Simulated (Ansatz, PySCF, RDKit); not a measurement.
Torsion H3–O1–Si2–H4 in H4OSi (SMILES O[SiH3]); at each angle all else is relaxed with GFN2-xTB, and the levels are single points there.
Geometry at 60° (charge 0, multiplicity 1):
```xyz
6

O      1.08450    -0.50619    -0.24530
Si    -0.42365     0.03364     0.02855
H      1.85669     0.00445    -0.02012
H     -0.65674     1.28287    -0.69924
H     -0.62517     0.27573     1.45872
H     -1.22077    -1.07195    -0.47554
```

On the grid 0° to 120°, 120° is the highest and 60° the lowest point at CCSD(T)/CBS(cc-pV(T+d)Z, cc-pV(Q+d)Z).

Correlated levels freeze the cores. Rows in 6-311+G**, 6-31G*, STO-3G carry no dispersion term and start afresh at each structure (6-31G* with six Cartesian d functions).

Codes used: Ansatz (a program for electronic structure) with Gaussian orbitals; PySCF for 6-311+G** rows, 6-31G* rows, M06-2X, STO-3G rows, the dispersion terms; RDKit for the force fields. Each number belongs to the level named beside it.

| level | energy at 120° less that at 60° (meV) |
|---|---|
| UFF | -6.9 |
| HF/STO-3G | 39.5 |
| SVWN5/def2-TZVPP | 14.3 |
| BLYP-D4/def2-TZVPP | 13.2 |
| B3LYP/6-31G* | 20.4 |
| B3LYP/6-311+G** | 9.9 |
| B3LYP-D3(BJ)/def2-TZVPP | 11.5 |
| M06-2X/def2-TZVPP | 9.2 |
| SCS-MP2/cc-pV(D+d)Z | … |

### Question
What belongs in the gaps?

### Answer

- SCS-MP2/cc-pV(D+d)Z, energy at 120° less that at 60° (meV): 21.6
